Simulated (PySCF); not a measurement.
## Two-component Hartree-Fock for Ti³⁺ (titanium, charge +3)

Start: [Ar] 3d1; 3d5/2 filled at m_j = +5/2. Calculated with PySCF 2.14 in x2c-TZVPall-2c with one added diffuse shell each of s, p, d type (7s8p5d1f, 63 functions): generalised Hartree-Fock with the X2C-1e Hamiltonian and a Gaussian nucleus; one run each with spin-orbit coupling (SO) switched off, then screened by Boettger's factors. This is a chosen level, not necessarily the ground level.

| spinor shell | electrons | ε, spin-free (eV) | ε, screened SO (eV) | weight of nominal j (screened SO) | rms radius, screened SO (bohr) |
| --- | --- | --- | --- | --- | --- |
| 1s1/2 | 2 | -5051.5 | -5051.5 | 1.000 | 0.0804 |
| 2s1/2 | 2 | -623.44 | -623.44 | 1.000 | 0.350 |
| 2p1/2 | 2 | -519.12 | -522.99 | 0.997 | 0.318 |
| 2p3/2 | 4 | -519.12 | -517.23 | 0.998 | 0.321 |
| 3s1/2 | 2 | -111.62 | -111.63 | 1.000 | 1.06 |
| 3p1/2 | 2 | -81.044 | -81.457 | 0.718 | 1.14 |
| 3d5/2 | 1 | -43.193 | -43.170 | 1.000 | 1.39 |

(1) Where does 3p3/2 lie, and what is the 3p spin-orbit splitting (screened SO)?

```csv
quantity,spin-free,screened SO
E (hartree),-851.07552,-851.08125
M_J,5/2,5/2
⟨J²⟩,8.754,8.754
⟨L²⟩,6.004,6.004
⟨S²⟩,0.751,0.751
```

Each row is a mean over spinors that exchange with the open shell spreads, by up to 5.396 eV (3p3/2).

Rows whose weight is well below 1 are mixtures of j = l ± 1/2: exchange outweighs spin-orbit coupling there, and the label is only the starting occupation.

Without spin-orbit coupling the j labels of p, d and f shells carry no meaning; the spin-free column gives the mean over the occupied spinors of each nl shell.

Answers

(1) At -80.848 eV, 0.609 eV above 3p1/2.
